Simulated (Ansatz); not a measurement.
Relaxation of ClF₃Zr (5 atoms, charge 0, multiplicity 1), to a largest force component of 0.02 eV/Å in at most 40 steps.

The calculation used Ansatz, RKS PBE-D4/def2-SVP.

```xyz
5
Properties=species:S:1:pos:R:3
Zr 0.000 0.000 0.000
Cl 0.000 0.000 2.520
F 1.867 0.000 -0.659
F -0.933 1.616 -0.659
F -0.933 -1.616 -0.659
```

Problem. Where does it end, and by what steps?

Solution. The run converged. After 3 steps the energy has fallen by 0.427 eV; Cl2 moved furthest, 0.14 Å.

```json
{"step": "0", "energy less start (eV)": "0.0000", "largest force component (eV/Å)": "1.972", "accepted": "yes"}
{"step": "1", "energy less start (eV)": "-0.3643", "largest force component (eV/Å)": "1.500", "accepted": "yes"}
{"step": "2", "energy less start (eV)": "-0.4267", "largest force component (eV/Å)": "0.083", "accepted": "yes"}
{"step": "3", "energy less start (eV)": "-0.4270", "largest force component (eV/Å)": "0.011", "accepted": "yes"}
```

```xyz
5
Properties=species:S:1:pos:R:3
Zr 0.000 0.000 0.026
Cl 0.000 0.000 2.380
F 1.790 0.000 -0.621
F -0.894 1.550 -0.621
F -0.894 -1.550 -0.621
```

Whether the end is a true minimum wasn't checked by a vibrational analysis.

Time of the run: 26 s on 1 thread of Arm Neoverse N1, on a shared host, peak memory 0.13 GiB.
